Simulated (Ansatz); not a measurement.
This geometry of AlF₃H₂ (6 atoms, charge 0, multiplicity 1) is a first-order saddle point.

These are results of RKS PBE/6-31G* (Ansatz 0.2.0), not measurements.

```xyz
6
Properties=species:S:1:pos:R:3
Al 0.010 -0.136 0.037
H 0.017 0.132 1.689
F 1.435 0.150 -0.765
F -1.440 0.080 -0.741
F 0.059 -1.902 0.794
H 0.048 -1.223 1.598
```

Question: Which two structures does it join? (They come from a converged band through this point; their orientation in space is the band's.)

Answer: Bonds broken: Al1–H2, F5–H6. Bonds formed: H2–H6. AlF3H2 becomes AlF3 + H2.

Initial state:

```xyz
6
Properties=species:S:1:pos:R:3
Al 0.006 0.003 0.081
H 0.007 0.443 1.633
F 1.427 0.112 -0.782
F -1.432 0.040 -0.760
F 0.059 -1.895 0.760
H 0.059 -1.601 1.680
```

Final state:

```xyz
6
Properties=species:S:1:pos:R:3
Al 0.019 -0.596 -0.240
H 0.014 0.156 1.873
F 1.425 0.204 -0.590
F -1.430 0.135 -0.565
F 0.063 -2.200 0.180
H 0.037 -0.598 1.955
```

Question: How far does it lie above each of them?

Answer: 0.7 kcal/mol above the first and 27.3 kcal/mol above the second. This is the barrier of this one path; another mechanism may lie lower. The orbitals stay closed-shell, which can raise the energy where a bond breaks towards radicals; this wasn't checked here.

The run took 39 s on 2 threads of Arm Neoverse V2, on a shared host, peak memory 0.12 GiB.
